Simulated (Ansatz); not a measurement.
ZrF2Cl2 (ZrCl2F2), 5 atoms. Hardware: 4 threads of Arm Neoverse V1 on a shared host.

In the def2 sets Zr takes a core potential; there is no spin–orbit coupling.

(1) How many basis functions does each of these Ansatz runs have, and roughly what does it cost? r2SCAN-D4/def2-TZVP, charge 0 singlet, energy, from earlier orbitals; ωB97X-V/def2-TZVP, charge 0 singlet, energy and forces, from earlier orbitals; PBE0-D4/def2-SVP, charge 1 doublet at the geometry of the charge 0 singlet, energy with a search over starts; r2SCAN0-D4/def2-TZVP, charge 0 singlet, energy, from earlier orbitals; PBE-D4/def2-TZVP, charge 0 triplet at the geometry of the charge 0 singlet, energy, from earlier orbitals; PBE0-D4/def2-SVP, charge -1 doublet at the geometry of the charge 0 singlet, energy with a search over starts; BLYP-D4/def2-TZVP, charge 0 singlet, energy, from earlier orbitals; PBE-D4/def2-TZVPD, charge -1 doublet at the geometry of the charge 0 singlet, energy, from earlier orbitals; revPBE-D4/def2-TZVP, charge 0 singlet, energy, from earlier orbitals; PBE0-D4/def2-SVP, charge 0 singlet, energy with a search over starts; r2SCAN-D4/def2-TZVP, charge 1 doublet at the geometry of the charge 0 singlet, energy, from earlier orbitals; ωB97M-V/def2-TZVP, charge 0 singlet, energy, from earlier orbitals.

Results:

(1) Other jobs shared the machine, so times can vary by a factor of up to 3. A dash marks memory too small to be measured apart from the calling script's.

```tsv
run	functions	fitting or Cholesky vectors	wall time	peak host memory (GiB)
revPBE-D4/def2-TZVP, charge 0 singlet, energy, from earlier orbitals	176	1145	1.5 s	–
PBE0-D4/def2-SVP, charge 0 singlet, energy with a search over starts	95	898	1.6 s	–
BLYP-D4/def2-TZVP, charge 0 singlet, energy, from earlier orbitals	176	1145	1.6 s	–
r2SCAN-D4/def2-TZVP, charge 0 singlet, energy, from earlier orbitals	176	1145	3.4 s	–
PBE-D4/def2-TZVP, charge 0 triplet at the geometry of the charge 0 singlet, energy, from earlier orbitals	176	1145	3.6 s	–
r2SCAN0-D4/def2-TZVP, charge 0 singlet, energy, from earlier orbitals	176	1247	4 s	–
PBE0-D4/def2-SVP, charge 1 doublet at the geometry of the charge 0 singlet, energy with a search over starts	95	898	6 s	–
PBE0-D4/def2-SVP, charge -1 doublet at the geometry of the charge 0 singlet, energy with a search over starts	95	898	7 s	–
ωB97M-V/def2-TZVP, charge 0 singlet, energy, from earlier orbitals	176	1190	7 s	0.55
ωB97X-V/def2-TZVP, charge 0 singlet, energy and forces, from earlier orbitals	176	1190	7.5 s	0.57
PBE-D4/def2-TZVPD, charge -1 doublet at the geometry of the charge 0 singlet, energy, from earlier orbitals	212	1275	10 s	0.61
r2SCAN-D4/def2-TZVP, charge 1 doublet at the geometry of the charge 0 singlet, energy, from earlier orbitals	176	1145	16 s	–
```
